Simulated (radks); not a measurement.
Results of a calculation; reference values are marked as such.
Species: Sm2+. Configuration: [Kr] 4d10 4f(up 3, down 3) 5s2 6s(up 0.5, down 0.5) 5p(up 2.75, down 2.25) (fractional occupations, a model configuration).

Code: a radial shooting solver on a logarithmic mesh with Libxc functionals. Model: scalar-relativistic Kohn-Sham, PBE, spin-polarised, spherical densities, point nucleus.

Energy parts (Ry):
total: -20851.4218
kinetic: 22290.7929
electron-nucleus: -50683.4431
Hartree: 8010.6193
exchange-correlation: -469.3909

Orbitals (lengths in bohr, moments of r in powers of bohr):
orbital  occ.  eigenvalue (Ry)      <r>
1s up       1        -3432.329  0.02274
1s down     1        -3432.327  0.02274
2s up       1        -562.0129  0.09700
2s down     1        -562.0117  0.09700
2p up       3        -501.4555  0.08547
2p down     3        -501.4534  0.08547
3s up       1        -124.1753   0.2549
3s down     1        -124.1738   0.2549
3p up       3        -105.2473   0.2533
3p down     3        -105.2454   0.2533
3d up       5        -79.63708   0.2309
3d down     5        -79.63522   0.2309
4s up       1        -25.75475   0.5793
4s down     1        -25.75148   0.5793
4p up       3        -19.53868   0.6135
4p down     3        -19.53528   0.6135
4d up       5        -10.82110   0.6712
4d down     5        -10.81644   0.6709
4f up       3         -1.52569   0.9626
4f down     3         -1.51262   0.9590
5s up       1         -4.52549    1.394
5s down     1         -4.49452    1.394
5p up    2.75         -3.01434    1.614
5p down  2.25         -2.98286    1.616
6s up     0.5         -1.15540    3.430
6s down   0.5         -1.14852    3.444

The highest occupied level is 6s down at -15.626 eV. Summed over all electrons, <r^2> = 49.45 bohr^2, which gives a Langevin (diamagnetic) susceptibility term of -39.2 x 10^-6 cm^3/mol.
